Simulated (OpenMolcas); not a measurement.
**Co7+: the spin-orbit constant, Racah parameters, worked from levels**

```json
{
 "Program": "OpenMolcas",
 "Basis": "ANO-R2 [7s5p4d2f1g]",
 "Scalar Hamiltonian": "X2C, finite nucleus",
 "Active space": "8 electrons in 8 orbitals (RAS1 3p, at most 2 holes; RAS2 3d)",
 "State averaging": "2S+1 = 3 even, 10 roots; 2S+1 = 1 even, 15 roots",
 "Spin-orbit coupling": "RASSI with atomic mean-field integrals over the reference wave functions, term energies averaged over their components"
}
```

Methods: RASSCF; SS-RASPT2, IPEA 0.25 Eh, imaginary shift 0.1 Eh (closed shells correlated: 3s). Measured levels: Sugar and Corliss, J. Phys. Chem. Ref. Data 10, 1097 (1981).

**The spin-orbit constant.** For the Hund term ³F of d2, E(J) = (A/2) J(J+1) + constant and ζ = 2S·A = 2A. From J = 2 to J = 4 the energy changes by 7 A.

```json
{"Source": "RASSCF", "E(4) - E(2)": "3196.2", "A": "456.6", "ζ": "913"}
{"Source": "SS-RASPT2", "E(4) - E(2)": "3200.3", "A": "457.2", "ζ": "914"}
{"Source": "measured", "E(4) - E(2)": "3144.0", "A": "449.1", "ζ": "898"}
```

All in cm-1. SS-RASPT2 is off by +1.8 % and RASSCF by +1.7 %. Both methods take the spin-orbit matrix elements from the reference wave functions, so the second can move ζ only through the term energies and any multistate remixing. Second-order mixing with other terms is absorbed into this ζ.

**Racah parameters.** Above ³F, d2 has ³P at 15B, ¹G at 12B + 2C and ¹D at 5B + 2C. The first two fix B and C, and the third tests them; where it misses by thousands of cm-1, two parameters do not describe the configuration (Trees and configuration-interaction terms are left out) and B and C hang on the terms chosen. Term energies are centres of gravity, weighted by 2J + 1.

| Source | ³P | ¹G | B | C | C/B | ¹D from B, C | ¹D found |
| --- | --- | --- | --- | --- | --- | --- | --- |
| RASSCF | 24685 | 34598 | 1646 | 7425 | 4.51 | 23080 | 19730 |
| SS-RASPT2 | 22378 | 31142 | 1492 | 6620 | 4.44 | 20700 | 18116 |
| measured | 21631 | 30536 | 1442 | 6616 | 4.59 | 20442 | 17800 |

Energies in cm-1. From RASSCF to SS-RASPT2, B changes by -9.4 % and C by -10.8 %. Against the measured terms, SS-RASPT2 has B off by +3.5 % and C by +0.1 %.

CASPT2 breaks the degeneracy within a term, and the mean is taken; among the terms shown or strongly mixed into the levels shown the widest spread is 350 cm-1 (3d² ³F, SS-RASPT2). Active for correlation alone: 3p; no level in the range computed is led by a configuration that opens it, so any true level of that kind is missing. Without dynamic correlation excited terms often stand tens of per cent too high (terms of higher spin than the ground term too low), and those without a measured partner can miss by more than the paired ones (holds for RASSCF). Measured partners are found by configuration, term and J. A level has none where our copy of the source lacks it or the pairing is in doubt (some pairs that miss far off the trend of their configuration count as doubtful), and it then counts in no deviation. Only configurations of the active space appear.
